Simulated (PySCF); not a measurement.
SbCl₂, SMILES [Cl][Sb][Cl], multiplicity 2. Atoms are numbered in the order given.

```xyz
3

Sb     0.0000     0.0000     0.6142
Cl     0.0000    -1.7960    -0.9213
Cl     0.0000     1.7960    -0.9213
```
Charge 0, spin multiplicity 2.

The structure is a stationary point at B3LYP-D3(BJ)/def2-TZVP. The multiplicity is an assumed one; other spin states were not compared. The isomer is the one that the SMILES or the coordinates give; other isomers of the formula were not compared. The def2 effective core potentials stand for the cores of Sb; spin–orbit coupling is left out.

These are ωB97X/def2-TZVPD in PySCF values and carry that method's errors.

Isolated molecule, no solvent.

### Question
Estimate the frontier levels, dipole moment and polarisability. (Estimate from the structure and the level; the computed values follow.)

### Answer

* **α spin, highest occupied and lowest empty level**: -8.55 and 0.00 eV
* **β spin, highest occupied and lowest empty level**: -11.16 and -1.90 eV
* **dipole moment**: 2.80 D
* **quadrupole, principal values (traceless, Buckingham form, about the centre of nuclear charge)**: -4.42, 1.26, 3.16 D·Å
* **mean static polarisability**: 70.2 bohr³ (10.40 Å³)
* **polarisability, principal values**: 54.5, 70.1, 86.0 bohr³
* **⟨S²⟩**: 0.754 (pure state 0.75)
